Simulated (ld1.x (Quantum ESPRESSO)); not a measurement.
## Transferability test, ultrasoft potential for Mn (Z = 25)

| Quantity | Value |
| --- | --- |
| Element | Mn (Z = 25) |
| Generator | ld1.x (Quantum ESPRESSO) 7.5 |
| Type | ultrasoft |
| Functional | PBEsol |
| Relativity | scalar-relativistic |
| Frozen core | [Ne] |
| Valence charge | 15 |
| Reference configuration | 3s2 3p6 3d5.5 4s1.5 4p0 |
| Partial waves | 3s (bound): rcut 1.20, rcutus 1.40 bohr; 4s (bound): rcut 1.20, rcutus 1.40 bohr; 3p (bound): rcut 1.35, rcutus 1.75 bohr; 4p (bound, empty): rcut 1.35, rcutus 1.75 bohr; 3d (bound): rcut 1.55, rcutus 1.90 bohr; 3d channel at 0.05 Ry: rcut 1.55, rcutus 1.90 bohr |
| Local potential | all-electron potential smoothed inside 1.65 bohr (lloc = -1) |
| Core correction | none |
| Augmentation charge | built from norm-conserving waves at rcut, not smoothed further |

Energies are relative to the spin-unpolarised reference configuration 3s2 3p6 3d5.5 4s1.5 4p0; without spin polarisation the order of configurations can differ from experiment.

| valence configuration | charge | ΔE all-electron (eV) | error AE − PS (meV) |
| --- | --- | --- | --- |
| 3s2 3p6 3d5 4s2 4p0 | 0 | 0.485 | -1116 |
| 3s2 3p6 3d5 4s1 4p0 | +1 | 8.917 | +125 |
| 3s2 3p6 3d5 4s0 4p0 | +2 | 24.429 | +2488 |
| 3s2 3p5 3d5 4s2 4p0 | +1 | 62.357 | -3626 |
| 3s2 3p6 3d5 4s1 4p1 | 0 | 4.369 | -208 |
| 3s2 3p6 3d4 4s2 4p1 | 0 | 8.314 | -3532 |
| 3s2 3p6 3d4 4s0 4p0 | +3 | 56.909 | +2279 |

These tests converged, but a pseudo level misses the all-electron one widely, so the file describes the atom poorly there or has found another state: 3s2 3p6 3d5 4s2 4p0: 3d by 1.7 eV; 3s2 3p6 3d5 4s0 4p0: empty 4s by 3.6 eV; 3s2 3p5 3d5 4s2 4p0: 3d by 2.8 eV (a node warning on the way); 3s2 3p6 3d4 4s2 4p1: 3d by 3.2 eV; 3s2 3p6 3d4 4s0 4p0: empty 4s by 4.4 eV. ld1.x printed “convergence not achieved” for 2 of the counted tests; their residual had stalled under 1e-8, short of the target of 1e-14.

A Bessel basis up to 400 Ry misses an occupied level by 1.13 Ry, so cutoffs and ghosts were not judged. The potential misses its own reference levels by up to 1.1 eV, so it is not fit for use.
